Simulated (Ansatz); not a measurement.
`C[SiH](F)[GeH3]` → `[CH3][GeH3]` + `F[SiH]` at 298.15 K and 1 bar (silylene formation by 1,1-elimination).

Computed with Ansatz on PBE0-D4/def2-TZVP structures; ΔE is electronic, products minus reactants. CBS: MP2 limit from def2 TZ/QZ plus the TZ coupled-cluster correction, frozen cores. This one scheme is used for every species. For Ge outer-core shells are correlated without core-valence functions, which leaves a few kJ/mol of doubt a bond. Scalar relativity is left out up to krypton.

```
          species  CCSD(T)/CBS energy (Eh)  H − E (kJ/mol)  S (J/(mol·K))
`C[SiH](F)[GeH3]`              -2507.31933           210.8          362.8
    `[CH3][GeH3]`              -2117.76728           170.1          269.4
         `F[SiH]`               -389.46371            32.3          239.1
```

H − E and S are ideal-gas, rigid-rotor, harmonic terms from PBE0-D4/def2-TZVP, for one conformer and one mirror image of each species. 1 Eh = 2625.50 kJ/mol, R = 8.31446 J/(mol·K).

Q: By hand: ΔE, ΔH, ΔS and ΔG.

A: ΔE = (-2117.76728) + (-389.46371) − (-2507.31933) = 0.08834 Eh = 231.9 kJ/mol. Δ(H − E) = 170.1 + 32.3 − 210.8 = -8.4, so ΔH = 223.5 kJ/mol. ΔS = 269.4 + 239.1 − 362.8 = 145.7 J/(mol·K). ΔG = 223.5 − 298.15 × (145.7)/1000 = 180.1 kJ/mol.

Q: By hand: the equilibrium constant, and the temperature at which ΔG would vanish if ΔH and ΔS stayed fixed.

A: log₁₀ K = −ΔG/(RT ln 10) = -31.6. ΔG = 0 at ΔH/ΔS = 1534 K.

The number of gas molecules changes by +1, which sets the sign of ΔS. A doubt of 5 kJ/mol in ΔE shifts log₁₀ K by 0.9 here. Other conformers and mirror images would add mixing entropy, several J/(mol·K) or more a flexible species. These are equilibria of isolated gas molecules and say nothing of rates. Largest T1 diagnostic: 0.015 (customary marks: 0.02 for closed shells, 0.045 for open ones).
